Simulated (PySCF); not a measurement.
Harmonic spectrum computed at PBE0 in the def2-TZVPD basis family (core potentials from Rb on, PySCF, no spin–orbit coupling):

| ω (cm⁻¹) | IR (km/mol, summed over degenerate members) | degeneracy |
| --- | --- | --- |
| 128 | 176 | 2 |
| 314 | 0.0 | 1 |
| 477 | 114 | 1 |

Which molecule gave it? In each, all ligands are bound to the one heavy central atom.
A. NaF₂⁻ (singlet)
B. KF₂⁻ (singlet)
C. AgF₂⁻ (singlet)
D. LiF₂⁻ (singlet)

A. It has D∞h symmetry with Na–F 2.043 Å (×2).
